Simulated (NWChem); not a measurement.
# MgH₂S; SMILES [SH][MgH]

```xyz
4

Mg     0.2335    -1.1423     0.0000
H      0.3869    -2.8293     0.0000
S      0.0624     1.1706     0.0000
H     -1.2907     1.1478     0.0000
```
Atoms are numbered in this order, from 1.

Results from NWChem. Pople sets run with spherical d functions. Coordinates come from a PBE0/def2-SVP optimisation. Vzz is the largest principal value of the second derivative of the potential at the nucleus (NWChem prints the opposite sign); η is the asymmetry. Non-relativistic.

```
level              Vzz Mg1 (a.u.)  η Mg1  Vzz S3 (a.u.)  η S3
-----------------  --------------  -----  -------------  ----
PBE0/def2-SVP              -0.890   0.11          1.759  0.62
PBE0/cc-pVTZ               -0.850   0.11          1.729  0.61
CAM-B3LYP/6-31G*       (withheld)   0.12          1.825  0.62
CAM-B3LYP/cc-pVTZ          -0.882   0.10          1.830  0.58
```

### Question
Fill in the missing entries.

### Answer

- CAM-B3LYP/6-31G*, Vzz Mg1 (a.u.): -0.749
